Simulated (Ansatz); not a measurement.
Species: H₆S (charge 0, singlet). 
Coordinates optimised at B3LYP-D3(BJ)/def2-TZVP (Ansatz, a first-principles code):
SMILES: [H][S@OH15]([H])([H])([H])([H])[H]
```xyz
7

S      0.0000     0.0000     0.0000
H      1.4140    -0.0061     0.0019
H     -1.4140     0.0061    -0.0019
H      0.0062     1.4140    -0.0126
H     -0.0062    -1.4140     0.0126
H     -0.0018     0.0126     1.4140
H      0.0018    -0.0126    -1.4140
```
Charge 0, spin multiplicity 1.

Basis-set convergence of Hartree-Fock and CCSD(T) correlation energies (hartree) with Ansatz. Valence correlation only, unless marked. Spin-orbit coupling is left out. Non-relativistic.

```tsv
basis	functions	E(HF)	E(corr, CCSD(T))
aug-cc-pV(D+d)Z	86	-400.75767	-0.27685
aug-cc-pV(T+d)Z	193	…	…
```

### Question
Complete the blanks.

### Answer

- aug-cc-pV(T+d)Z, E(HF): -400.78097
- aug-cc-pV(T+d)Z, E(corr, CCSD(T)): -0.33095
